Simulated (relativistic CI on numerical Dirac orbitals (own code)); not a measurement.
## What each ingredient does to the levels of Au51+

Base calculation: Dirac-Coulomb-Breit CI, separate exchange-only KLI orbitals for each configuration, model QED (radiative potential, 1s self-energy scaled to tabulated hydrogen-like ionisation energies), unscaled Slater integrals.

Configuration list (outside the closed core [Ne]): 3s2 3p6 3d10, 3s2 3p6 3d9 4s, 3s2 3p6 3d9 4p, 3s2 3p6 3d9 4d, 3s2 3p5 3d10 4s, 3s2 3p6 3d9 4f, 3s2 3p5 3d10 4p, 3s2 3p6 3d8 4s2, 3s2 3p5 3d10 4d, 3s2 3p6 3d8 4s 4p, 3s 3p6 3d10 4s, 3s2 3p6 3d9 5s, 3s2 3p5 3d10 4f, 3s2 3p6 3d8 4p2, 3s2 3p6 3d8 4s 4d, 3s2 3p6 3d9 5p, 3s 3p6 3d10 4p, 3s2 3p5 3d9 4s2, 3s2 3p6 3d9 5d, 3s2 3p6 3d8 4p 4d, 3s2 3p6 3d9 5f, 3s2 3p5 3d9 4s 4p, 3s2 3p6 3d9 5g, 3s 3p6 3d10 4d, 3s2 3p6 3d8 4d2, 3s2 3p5 3d9 4p2, 3s2 3p5 3d9 4s 4d, 3s 3p6 3d10 4f, 3s 3p6 3d9 4s2, 3s2 3p5 3d10 5s, 3s2 3p6 3d9 6s, 3s2 3p4 3d10 4s2, 3s2 3p6 3d9 6p, 3s2 3p5 3d9 4p 4d, 3s2 3p5 3d10 5p, 3s2 3p6 3d9 6d. Levels of other configurations are missing.

The lowest level and the first level of each name with at least 55 % of one term (blank where a level has no safe partner in the second run):

```
               Level  Base (eV)  Shift (eV)
   3s2 3p6 3d10 1S_0       0.00        0.00
 3s2 3p6 3d9 4s 3D_3    1859.24       +1.34
 3s2 3p6 3d9 4s 1D_2    1861.32       +1.25
 3s2 3p6 3d9 4s 3D_1    1950.65       +3.00
 3s2 3p6 3d9 4s 3D_2    1951.95       +3.11
3s2 3p6 3d9 4p 3F°_2    2059.49       +1.67
3s2 3p6 3d9 4p 3F°_4    2113.55       +1.47
3s2 3p6 3d9 4p 1P°_1    2116.90       +1.22
3s2 3p6 3d9 4p 3D°_3    2119.26       +1.27
3s2 3p6 3d9 4p 3P°_0    2201.40       +2.84
 3s2 3p6 3d9 4d 1P_1    2305.78       +2.73
 3s2 3p6 3d9 4d 3G_5    2307.66       +2.93
 3s2 3p6 3d9 4d 3D_3    2312.10       +2.58
 3s2 3p6 3d9 4d 3F_4    2314.19       +2.62
```

At this charge energies of transitions that change n are usually good to better than 1 %, and those within a shell (Δn = 0) to a few per cent.

One thing was changed in a second run, which moved the levels as shown. Which?
A. Breit term removed
B. only the first 3 configurations
C. QED terms removed
D. configuration mixing switched off

A. Breit term removed. The Breit term mainly narrows fine-structure intervals, so removing it widens them.

LS names give the leading component of a level, which can be under half, so a name can repeat, a term be missing and a line seem to break the LS rules.
